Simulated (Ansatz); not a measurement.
`B[SiH](F)BO` + HCl → `B[SiH](F)Cl` + `BO`  (cleavage of the Si–B bond)

Program: Ansatz. Geometries: PBE0-D4/def2-TZVP. ΔE: electronic, gas phase. CCSD(T)/CBS adds triple-zeta CCSD(T) − MP2 to the extrapolated MP2 energy (def2 sets, frozen cores). This one scheme is used for every species. DFT in def2-TZVPP. B3LYP here is the variant with VWN-RPA as its local correlation; programs differ in this. Each species was taken in one conformer, which may not be the lowest.

| level | ΔE (kJ/mol) |
| --- | --- |
| B3LYP-D4 | -129.8 |
| ωB97M-V | -135.4 |

Q: What does CCSD(T)/CBS give? (Best estimate.)

A: The calculation gave: -132.6 kJ/mol. The listed levels differ from it by 2.8, -2.8 kJ/mol.

Largest T1 diagnostic among the species: 0.015.

In def2-TZVPP, CCSD(T) changes the Hartree–Fock value by +23.1 kJ/mol (the triples alone add +2.2 kJ/mol) and MP2 by +10.9 kJ/mol. From BLYP to BHLYP (50 % exact exchange), in def2-TZVPP and without D4, ΔE moves by −15.8 kJ/mol. At CCSD(T), def2-SVP lies +8.0 kJ/mol from the extrapolated value and def2-TZVPP +3.4 kJ/mol.

CCSD(T)/CBS has its own doubt, a few kJ/mol and more with outer-core shells, so smaller differences from it don't rank the levels.
